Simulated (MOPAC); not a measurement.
MOPAC input (PM6):

```
PM6 FORCE THERMO(298,298) PRECISE LET GEO-OK AUX(PRECISION=9) THREADS=1
H5Sb

Sb    0.00000002 1    0.00000003 1    0.00000000 1
H    -0.01048948 1    0.00395149 1    1.73808434 1
H     0.01048936 1   -0.00395166 1   -1.73808434 1
H     1.72269425 1   -0.02929143 1    0.01046315 1
H    -0.83595972 1    1.50656652 1   -0.00847026 1
H    -0.88673462 1   -1.47727521 1   -0.00199289 1
```

Output:

```
 *******************************************************************************
 **                                                                           **
 **                              MOPAC v23.2.5                                **
 **                                                                           **
 *******************************************************************************
 ** MOPAC's Digital Object Identifier: https://doi.org/10.5281/zenodo.6511958 **
 **                                                                           **
 ** Please cite the open-source release paper for use of this MOPAC version:  **
 ** J. E. Moussa and J. J. P. Stewart (2026)                                  **
 ** MOPAC: An open-source semiempirical molecular orbital program             **
 ** J. Open Source Softw., 11(119), 8025, https://doi.org/10.21105/joss.08025 **
 *******************************************************************************

                              PM6 CALCULATION RESULTS

 *******************************************************************************
 *  PM6        - The PM6 Hamiltonian to be used
 *  GEO-OK     - OVERRIDE INTERATOMIC DISTANCE AND OTHER SAFETY CHECKS
 *  LET        - OVERRIDE SOME SAFETY CHECKS
 *  PRECISE    - TIGHTER CRITERIA TO BE USED
 *  FORCE      - FORCE CALCULATION SPECIFIED
 *  AUX        - OUTPUT AUXILIARY INFORMATION
 *  THERMO     - THERMODYNAMIC QUANTITIES TO BE CALCULATED
 *******************************************************************************
PM6 FORCE THERMO(298,298) PRECISE LET GEO-OK AUX(PRECISION=9) THREADS=1
 H5Sb

   ATOM   CHEMICAL          X               Y               Z
  NUMBER   SYMBOL      (ANGSTROMS)     (ANGSTROMS)     (ANGSTROMS)

     1      Sb          0.00000002  *   0.00000003  *   0.00000000  *
     2       H         -0.01048948  *   0.00395149  *   1.73808434  *
     3       H          0.01048936  *  -0.00395166  *  -1.73808434  *
     4       H          1.72269425  *  -0.02929143  *   0.01046315  *
     5       H         -0.83595972  *   1.50656652  *  -0.00847026  *
     6       H         -0.88673462  *  -1.47727521  *  -0.00199289  *

          CARTESIAN COORDINATES

    NO.       ATOM           X           Y           Z

     1        Sb          0.0000      0.0000      0.0000
     2         H         -0.0105      0.0040      1.7381
     3         H          0.0105     -0.0040     -1.7381
     4         H          1.7227     -0.0293      0.0105
     5         H         -0.8360      1.5066     -0.0085
     6         H         -0.8867     -1.4773     -0.0020

 General Reference for PM6:
 "Optimization of Parameters for Semiempirical Methods V: Modification of NDDO Approximations
 and Application to 70 Elements", J. J. P. Stewart, J. Mol. Mod., 13, 1173-1213 (2007)
 URL: https://link.springer.com/article/10.1007/s00894-007-0233-4

           Empirical Formula: H5 Sb  =     6 atoms

      MOLECULAR POINT GROUP   :   D3h

      RHF CALCULATION, NO. OF DOUBLY OCCUPIED LEVELS = 5

          HEAT OF FORMATION =     102.543248 KCALS/MOLE
[...]
 TRAVEL (Ang.)       0.4440         Sb1 -- H 6         +31.9% ( 55.3%)      0.0%
 REDUCED MASS        0.4029         Sb1 -- H 2          +2.2% ( 14.5%)    100.0%
 EFFECTIVE MASS      1.8040
 FORCE CONSTANT      0.1710

 VIBRATION          7    1E"         ATOM PAIR     ENERGY CONTRIBUTION    RADIAL
 FREQUENCY          1032.11         Sb1 -- H 6         +39.8% ( 46.2%)      0.0%
 TRANSITION DIPOLE   0.0000         Sb1 -- H 5         +23.7% ( 35.7%)      0.0%
 TRAVEL (Ang.)       0.5035         Sb1 -- H 3         +17.2% ( 30.4%)      0.0%
 REDUCED MASS        0.2578         Sb1 -- H 2         +17.2% ( 30.4%)      0.0%
 EFFECTIVE MASS      1.0079
 FORCE CONSTANT      0.1618

 VIBRATION          8    1A1'        ATOM PAIR     ENERGY CONTRIBUTION    RADIAL
 FREQUENCY          1905.16         Sb1 -- H 2         +45.2% ( 68.0%)    100.0%
 TRANSITION DIPOLE   0.0000         Sb1 -- H 3         +45.2% ( 68.0%)    100.0%
 TRAVEL (Ang.)       0.2899         Sb1 -- H 4          +3.2% ( 18.1%)    100.0%
 REDUCED MASS        0.4211         Sb1 -- H 5          +3.2% ( 18.1%)    100.0%
 EFFECTIVE MASS      1.0079
 FORCE CONSTANT      0.9006

 VIBRATION          9    2A2"        ATOM PAIR     ENERGY CONTRIBUTION    RADIAL
 FREQUENCY          1944.22         Sb1 -- H 3         +49.9% ( 70.0%)    100.0%
 TRANSITION DIPOLE   1.1040         Sb1 -- H 2         +49.9% ( 70.0%)    100.0%
 TRAVEL (Ang.)       0.2624
 REDUCED MASS        0.5037
 EFFECTIVE MASS      1.2909
 FORCE CONSTANT      1.1218

 VIBRATION         10    2A1'        ATOM PAIR     ENERGY CONTRIBUTION    RADIAL
 FREQUENCY          2007.06         Sb1 -- H 4         +30.6% ( 55.1%)    100.0%
 TRANSITION DIPOLE   0.0000         Sb1 -- H 5         +30.6% ( 55.1%)    100.0%
 TRAVEL (Ang.)       0.3446         Sb1 -- H 6         +30.6% ( 55.1%)    100.0%
 REDUCED MASS        0.2830         Sb1 -- H 3          +4.1% ( 20.1%)    100.0%
 EFFECTIVE MASS      1.0079
 FORCE CONSTANT      0.6716

 VIBRATION         12    3E'         ATOM PAIR     ENERGY CONTRIBUTION    RADIAL
 FREQUENCY          2027.92         Sb1 -- H 6         +61.0% ( 77.5%)     99.9%
 TRANSITION DIPOLE   0.3507         Sb1 -- H 5         +35.5% ( 59.1%)     99.0%
 TRAVEL (Ang.)       0.2579         Sb1 -- H 4          +3.4% ( 18.4%)     82.6%
 REDUCED MASS        0.5001
 EFFECTIVE MASS      1.2244
 FORCE CONSTANT      1.2118

      SYMMETRY NUMBER FOR POINT-GROUP D3h =  6

          SYSTEM IS A GROUND STATE

 H5Sb

          MOLECULE IS NOT LINEAR

          THERE ARE 12 GENUINE VIBRATIONS IN THIS SYSTEM
          THIS THERMODYNAMICS CALCULATION IS LIMITED TO
          MOLECULES WHICH HAVE NO INTERNAL ROTATIONS

                    CALCULATED THERMODYNAMIC PROPERTIES
                                          *
   TEMP. (K)   PARTITION FUNCTION   H.O.F.    ENTHALPY  HEAT CAPACITY ENTROPY
                                   KCAL/MOL   CAL/MOLE    CAL/K/MOL  CAL/K/MOL

 298.00  VIB.     0.1274D+01                   445.9219     5.0565     1.9776
         ROT.     0.4032D+03                   888.2803     2.9808    14.9029
         INT.     0.5137D+03                  1334.2022     8.0373    16.8805
         TRA.     0.1380D+28                  1480.4672     4.9680    40.4233
         TOT.                      102.543    2814.6694    13.0053    57.3038

   *: NOTE: HEATS OF FORMATION ARE RELATIVE TO THE
            ELEMENTS IN THEIR STANDARD STATE AT 298K
              (=  Standard Enthalpy of Formation).

            Hvib:  Zero-point energy is not included.
                   frequencies of less than zero cm-1 are not included.
            Hrot = (3/2)RT
            Htra = (3/2)RT + pV = (5/2)RT

            Heat capacity is Cp, not Cv

          For more information, see: HTTP://OpenMOPAC.net/Manual/thermochemistry.html

           FORCE CONSTANT IN CARTESIAN COORDINATES (Millidynes/A)

    ATOM   CHEMICAL       X               Y               Z
   NUMBER   SYMBOL  FORCE CONSTANT  FORCE CONSTANT  FORCE CONSTANT

      1      Sb        4.883916        4.279257        4.279257
      2       H        2.188490        0.275085        0.275085
      3       H        2.188490        0.275085        0.275085
      4       H        0.386659        2.392953        0.168615
      5       H        0.386659        0.724699        1.836868
      6       H        0.386659        0.724699        1.836868

 **********************
 *                    *
 * JOB ENDED NORMALLY *
 *                    *
 **********************

 == MOPAC DONE ==
```
